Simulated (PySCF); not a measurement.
C3H3BO2, SMILES C#CB(O)C=O. Geometry: PBE-D3(BJ)/def2-SVP. This is a generated structure with no PubChem entry under its InChIKey; it may be hypothetical. The values are those of a single conformer.

Computed equilibrium geometry at PBE-D3(BJ)/def2-SVP (PySCF confirms it by a frequency run) as a Z-matrix, and its point group (one conformer of several):
point group Cs.
```
B
O 1 1.3628
H 2 0.9762 1 112.63
C 1 1.5297 2 122.91 3 0.00
C 4 1.2298 2 153.67 3 0.00
H 5 1.0826 3 147.54 2 180.00
C 1 1.6130 2 114.83 3 180.00
O 7 1.2216 1 124.11 2 180.00
H 7 1.1410 8 120.15 1 180.00
```
